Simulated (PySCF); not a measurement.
Species: C₂H₈AsB.
Bonds: B1–As2, As2–C3, C3–C4. Hydrogens: H5, H6 on B1; H7 on As2; H8, H9 on C3; H10, H11, H12 on C4.

Computed by this run: PySCF, PBE0-D3(BJ)/def2-SVP geometry optimisation, gas phase; density fitting, grid level 1; the optimiser is geomeTRIC in internal coordinates, started from a GFN2-xTB structure with every atom displaced at random (about 0.01 Å).

At the end of the run (lengths in Å): B1–H6 1.209, B1–H5 1.207, C3–C4 1.519, As2–C3 1.974, B1–As2 1.965, C3–H9 1.099, C4–H11 1.102, B1–As2–C3 106.6°, B1–As2–H7 102.2°, C3–As2–H7 101.1°, As2–B1–H5 119.4°, B1–As2–C3–C4 -175°, H5–B1–As2–C3 150°, H8–C3–As2–B1 64°.

Question: These geometries were met on the way; a selection of coordinates is given. Order them by energy above the end point, lowest first.
A. B1–H6 1.205, B1–H5 1.207, C3–C4 1.518, As2–C3 1.976, B1–As2 1.969, C3–H9 1.098, C4–H11 1.101, B1–As2–C3 105.8°, B1–As2–H7 101.3°, C3–As2–H7 100.8°, As2–B1–H5 119.3°, B1–As2–C3–C4 -173°, H5–B1–As2–C3 150°, H8–C3–As2–B1 66°
B. B1–H6 1.142, B1–H5 1.163, C3–C4 1.477, As2–C3 2.016, B1–As2 2.004, C3–H9 1.071, C4–H11 1.078, B1–As2–C3 99.4°, B1–As2–H7 96.3°, C3–As2–H7 96.5°, As2–B1–H5 120.3°, B1–As2–C3–C4 -167°, H5–B1–As2–C3 142°, H8–C3–As2–B1 71°
C. B1–H6 1.221, B1–H5 1.209, C3–C4 1.522, As2–C3 1.980, B1–As2 1.970, C3–H9 1.104, C4–H11 1.104, B1–As2–C3 103.0°, B1–As2–H7 99.0°, C3–As2–H7 99.5°, As2–B1–H5 120.8°, B1–As2–C3–C4 -169°, H5–B1–As2–C3 145°, H8–C3–As2–B1 69°

Answer: A (0.001 eV), C (0.013 eV), B (0.180 eV).

```json
{"step": "4", "E above end (eV)": "0.001", "rms distance from the end, all atoms (Å)": "0.025", "largest force (eV/Å)": "0.083", "rms shift of all bonds from the end (Å)": "0.002"}
{"step": "1", "E above end (eV)": "0.013", "rms distance from the end, all atoms (Å)": "0.083", "largest force (eV/Å)": "0.359", "rms shift of all bonds from the end (Å)": "0.006"}
{"step": "0", "E above end (eV)": "0.180", "rms distance from the end, all atoms (Å)": "0.128", "largest force (eV/Å)": "1.849", "rms shift of all bonds from the end (Å)": "0.035"}
```

Rows stand in the order of the answer.
